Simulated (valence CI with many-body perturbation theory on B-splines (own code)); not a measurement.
Re³⁶⁺: one-electron terms

Computed by relativistic CI+MBPT: three valence electrons over a frozen Dirac-Fock core [Kr], a basis of 7 s, 7 p, 8 d, 6 f, 4 g, 1 h functions for each j, with the one-electron correlation potential Σ1, the two-electron term Σ2, the three-electron term Σ3, Breit, model QED; selected CI, second order for the rest, scaled by the run's own slope (own B-spline code, finite nucleus).

No measured spectrum was set against this ion. As an estimate, large intervals hold to a few tenths of a per cent, small ones and those within an open d or f shell to about a per cent. The list stops below the first excitations out of the core.

These are the spectroscopic orbitals of the CI (the correlating ones are not listed), shaped by the core and the other valence electrons. h is the expectation value of the core's Dirac-Fock operator, without the valence repulsion; Σ1 is computed up to l = 3 at one energy for each symmetry, that of its lowest orbital but kept below the first core excitation, so for empty shells it is not the orbital's own correlation shift; Breit and QED include the response of the core.

| Orbital | h (hartree) | Σ1 (cm⁻¹) | Breit (cm⁻¹) | QED (cm⁻¹) | ⟨r⟩ (bohr) |
| --- | --- | --- | --- | --- | --- |
| 5s1/2 | -43.007 | -11853 | 5207 | 4013 | 0.7053 |
| 6s1/2 | -27.934 | -4688 | 2727 | 2126 | 1.082 |
| 7s1/2 | -19.633 | -2437 | 1580 | 1253 | 1.541 |
| 5p1/2 | -41.198 | -11923 | 8069 | 87.7 | 0.7136 |
| 6p1/2 | -26.962 | -4872 | 4325 | 51.3 | 1.098 |
| 7p1/2 | -19.05 | -2574 | 2542 | 31.7 | 1.565 |
| 5p3/2 | -39.659 | -10560 | 4684 | 448 | 0.7432 |
| 6p3/2 | -26.147 | -4454 | 2545 | 246 | 1.133 |
| 7p3/2 | -18.566 | -2386 | 1651 | 148 | 1.607 |
| 4d3/2 | -62.313 | -23317 | 8352 | -836 | 0.4130 |
| 5d3/2 | -36.775 | -11131 | 3611 | -297 | 0.7475 |
| 6d3/2 | -24.597 | -5078 | 1957 | -155 | 1.156 |
| 4d5/2 | -61.543 | -22544 | 4947 | -404 | 0.4193 |
| 5d5/2 | -36.442 | -10933 | 2194 | -119 | 0.7551 |
| 6d5/2 | -24.417 | -4976 | 1195 | -60.3 | 1.165 |
| 4f5/2 | -54.273 | -46109 | 1979 | -693 | 0.3898 |
| 5f5/2 | -33.396 | -10835 | 1003 | -251 | 0.7459 |
| 4f7/2 | -54.078 | -41193 | -18.7 | -540 | 0.3923 |
| 5f7/2 | -33.306 | -10533 | 157 | -184 | 0.7485 |
| 5g7/2 | -31.15 |  | -166 | -113 | 0.7009 |
| 5g9/2 | -31.122 |  | -364 | -86.7 | 0.7021 |

Among the shells of the start configuration 4d3, Σ1 is largest in size for 4d3/2, where it is 0.17 % of h.

Lowest root of each symmetry, sizes in configuration state functions:

| J | Parity | Roots | Reference | Variational | Second order | Change by selected CI (cm⁻¹) | Change by second order (cm⁻¹) |
| --- | --- | --- | --- | --- | --- | --- | --- |
| 1/2 | even | 2 | 67 | 2207 | 2403 | -2494 | -1 |
| 3/2 | even | 5 | 119 | 4135 | 5648 | -2463 | -1 |
| 5/2 | even | 5 | 143 | 4976 | 5373 | -1746 | -1 |
| 7/2 | even | 3 | 136 | 4570 | 6012 | -2233 | -2 |
| 9/2 | even | 3 | 116 | 3857 | 5517 | -2346 | -1 |
| 11/2 | even | 1 | 80 | 2559 | 4724 | -2454 | -2 |
| 1/2 | odd | 7 | 71 | 4099 | 3128 | -2299 | 0 |
| 3/2 | odd | 13 | 126 | 7602 | 9476 | -2504 | 0 |
| 5/2 | odd | 14 | 150 | 9329 | 7419 | -2652 | -1 |
| 7/2 | odd | 15 | 150 | 9522 | 8610 | -1591 | 0 |
| 9/2 | odd | 13 | 128 | 8413 | 6179 | -1684 | 0 |
| 11/2 | odd | 9 | 95 | 6445 | 5946 | -1773 | 0 |
| 13/2 | odd | 5 | 59 | 4406 | 2811 | -1391 | 0 |
| 15/2 | odd | 2 | 34 | 2150 | 2564 | -2056 | 0 |
